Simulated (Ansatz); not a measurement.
Relaxation of C$_{2}$H$_{5}$BS$_{2}$ (10 atoms, charge 0, multiplicity 1), to a largest force component of 0.02 eV/Å in at most 50 steps.

The calculation used Ansatz 0.2.0, UKS PBE0/def2-SVP.

```xyz
10
Properties=species:S:1:pos:R:3:forces:R:3
S 0.563 0.488 2.044 -2.31 1.12 -0.53
C 0.875 0.481 0.249 1.48 -0.82 0.15
C 0.082 -0.659 -0.430 2.33 0.27 3.78
B -1.268 -0.295 -0.895 -0.64 -2.06 -2.14
S 0.182 -0.603 -2.161 -2.61 0.70 -1.43
H -0.810 0.982 1.831 2.16 -0.83 0.69
H 0.660 1.474 -0.198 -0.05 -0.32 0.08
H 2.006 0.325 0.117 -1.33 0.12 0.18
H 0.251 -1.661 0.050 -0.05 0.75 -0.11
H -2.457 -0.584 -0.605 1.01 1.08 -0.67
```

Where does it end, and by what steps?

It converged. After 6 steps the energy has fallen by 1.342 eV; H10 moved furthest, 0.35 Å.

| step | energy less start (eV) | largest force component (eV/Å) | accepted |
| --- | --- | --- | --- |
| 0 | 0.0000 | 3.775 | yes |
| 1 | -1.0456 | 2.322 | yes |
| 2 | -1.2690 | 1.206 | yes |
| 3 | -1.3253 | 0.210 | yes |
| 4 | -1.3352 | 0.152 | yes |
| 5 | -1.3415 | 0.036 | yes |
| 6 | -1.3417 | 0.016 | yes |

```xyz
10
Properties=species:S:1:pos:R:3
S 0.612 0.607 2.074
C 0.871 0.497 0.274
C 0.108 -0.656 -0.330
B -1.273 -0.513 -0.994
S -0.039 -0.693 -2.214
H -0.710 0.884 2.024
H 0.612 1.451 -0.209
H 1.959 0.360 0.162
H 0.395 -1.631 0.085
H -2.452 -0.356 -0.869
```

Whether the end is a true minimum wasn't checked by a vibrational analysis.

Time of the run: 60 s on 2 threads of Arm Neoverse N1, on a shared host, peak memory 0.32 GiB.
